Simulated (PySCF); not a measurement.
[Gd(H2O)]3+ at several levels of theory

Computed with PySCF 2.14.0 (density fitting, no spin-orbit coupling) at the geometry relaxed with PBE0:

```xyz
4
[Gd(H2O)]3+ (singlet in the valence; each metal's 4f electrons, 7 of them, lie in its core potential, out of spins and levels)
Gd    0.0000    0.0000   -0.0753
O     0.0000    0.0000    2.1248
H     0.7796    0.0000    2.7543
H    -0.7796    0.0000    2.7543
```

```tsv
level	basis	state	HOMO (eV)	gap (eV)	charge on Gd1 (e)	population of f-type functions on Gd1 (polarisation alone where 4f lies in the core)	dipole about the centre of mass (D)	largest force component (eV/Å)
PBE0	Gd lcecp-1-SVP with ECP53, O def2-SVP, H def2-SVP	singlet	-28.07	7.45	2.56	0.02	3.15	0.00
BP86	the same	singlet	-26.54	4.93	2.51	0.02	3.49	0.54
PBE0	Gd lcecp-1-TZVP with ECP53, O def2-TZVP, H def2-TZVP	singlet	-28.05	7.46	2.63	0.03	3.21	0.28
PBE0	Gd def2-SVP with ECP28, O def2-SVP, H def2-SVP	octet	-28.22	6.10	2.58	7.03	3.44	0.72
```

In the lcecp rows the 4f levels are missing from HOMO and gap, and the state counts the valence alone.

HOMO and gap are taken over both spins. Charges are Mulliken's, which hang on the basis. The relaxation used the grid (50, 194), these runs (75, 302) or, all-electron (x2c bases, spin-free X2C Hamiltonian), (99, 590).

**Question.** A further run in the first row's basis gives HOMO (eV) -27.10, gap (eV) 6.08, charge on Gd1 (e) 2.55, population of f-type functions on Gd1 (polarisation alone where 4f lies in the core) 0.02, dipole about the centre of mass (D) 3.25, largest force component (eV/Å) 0.21. Which level was it?
A. r2SCAN
B. B3LYP
C. TPSSh

**Answer.** C. The others give HOMO -26.69 eV (r2SCAN); -27.78 eV (B3LYP).

In the first row's basis the gap widens with exact exchange: 4.9 to 5.7 eV for BP86, r2SCAN (none); 6.1 to 7.4 eV for TPSSh, B3LYP, PBE0 (a fixed share).

An lcecp potential fixes the number of 4f electrons, so in runs with it no electron can move into or out of that shell.

Rows with open f shells in the valence may stand above their lowest state, and their gaps can end on f levels.
